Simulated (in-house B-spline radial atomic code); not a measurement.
**Ionising W with different functionals**

Computed with an all-electron radial atomic-structure program (B-spline basis): four-component Dirac-Coulomb Hamiltonian, Fermi nucleus of rms radius 5.3658 fm, spin-restricted, spherical fractional occupations for the functionals, and exact exchange of hybrids averaged over the configuration. The ionisation energy is the difference of two self-consistent energies, [Xe] 4f14 5d4 6s2 → [Xe] 4f14 5d4 6s1, without Breit or QED terms; ε is the level of the shell that loses the electron (mean over j).

| method | rung | ΔSCF (eV) | -ε(6s) (eV) |
| --- | --- | --- | --- |
| B3LYP | global hybrid | 8.70 | 6.22 |
| BHandHLYP | global hybrid | ? | ? |
| B97-1 | global hybrid | ? | ? |
| HSE06 | range-separated hybrid | 8.62 | 5.97 |

(1) What does B97-1 give?

(2) What does BHandHLYP give?

(3) Among the functionals, which spreads more, the ΔSCF values or the orbital energies?

(4) How do they compare with the NIST value?

Results:

(1) ΔSCF 8.51 eV, and -ε(6s) = 6.11 eV.

(2) ΔSCF 8.16 eV, and -ε(6s) = 6.76 eV.

(3) The orbital energies: ΔSCF values span about 0.54 eV and the orbital energies 0.79 eV.

(4) NIST lists 7.864 eV (measured, ground level to ground level). Errors run from +0.30 to +0.83 eV; BHandHLYP is closest (+0.30 eV), but part of that can be cancellation, since the calculations leave out Breit-QED terms, spin polarisation, the choice among j levels, multiplet and fine-structure energies.
